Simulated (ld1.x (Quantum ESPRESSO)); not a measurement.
**Cu (Z = 29), RRKJ: configuration errors across variants**

* Element: copper
* Generator: ld1.x (Quantum ESPRESSO) 7.5
* Type: norm-conserving RRKJ (Kleinman–Bylander form)
* Functional: LDA (PZ)
* Relativity: scalar-relativistic
* Frozen core: [Ar]
* Valence charge: 11
* Reference configuration: 3d10 4s1 4p0
* Partial waves: 4p (bound, empty): rc 3.90 bohr; 3d (bound): rc 1.00 bohr; 4s (bound): rc 1.80 bohr
* Local potential: the s channel
* Core correction: a·sin(br)/r model core inside 0.45 bohr

All-electron excitation energies from the reference (eV): (1) 3d10 4s0 4p0 8.434; (2) 3d9 4s0 4p0 30.121; (3) 3d8 4s0 4p0 69.485; (4) 3d9 4s1 4p1 6.934; (5) 3d10 4s0.5 4p0 3.302; (6) 3d10 4s0 4p1 4.257; (7) 3d9 4s2 4p0 2.003; (8) 3d10 4s1 4p0 spin -0.184; (9) 3d9 4s0 4p0 spin 29.879.

Spin tests fill each open shell by Hund’s rule, majority spin first.

4 further variants failed, have other tests or another functional or relativity, and are left out.

A true bound ghost makes a file unfit for plane-wave use even where its test errors are small: the radial tests pick states by their node count and pass the ghost by.

Errors AE − PS in meV (a dash: test not solved or not reliable):

```tsv
change	(1)	(2)	(3)	(4)	(5)	(6)	(7)	(8)	(9)	bound ghosts
base	-20	-208	-1402	-253	-4.2	-4.9	-275	-0.3	-197	none
wave 3d (bound): rc 1.00 bohr becomes 3d (bound): rc 0.68 bohr	-22	-211	-1465	-265	-4.6	-5.6	-292	-0.3	-201	none
type TM; local potential the d channel	-16	-35	-416	-58	-3.0	-1.7	-97	+0.8	-21	s, p
wave 4p (bound): rc 3.90 bohr becomes 4p (bound): rc 6.04 bohr	-20	-208	-1402	-317	-4.2	-24	-275	-0.3	-197	none
all radii but the core radius scaled by about 0.89 (s 1.60, p 3.46, d 0.88 bohr)	-18	-210	-1448	-256	-3.9	-4.3	-259	-0.7	-198	none
wave 4s (bound): rc 1.80 bohr becomes 4s (bound): rc 1.96 bohr	-20	-208	-1397	-253	-4.3	-5.1	-277	-0.3	-196	none
wave 4p (bound): rc 3.90 bohr becomes 4p (bound): rc 4.00 bohr	-20	-208	-1402	-252	-4.2	-4.8	-275	-0.3	-197	none
```

Problem. Give the same row for: core correction a·sin(br)/r model core inside 0.86 bohr.

Solution. -20, -208, -1395, -251, -4.2, -4.8, -273, -0.3, -177; bound ghosts: none.
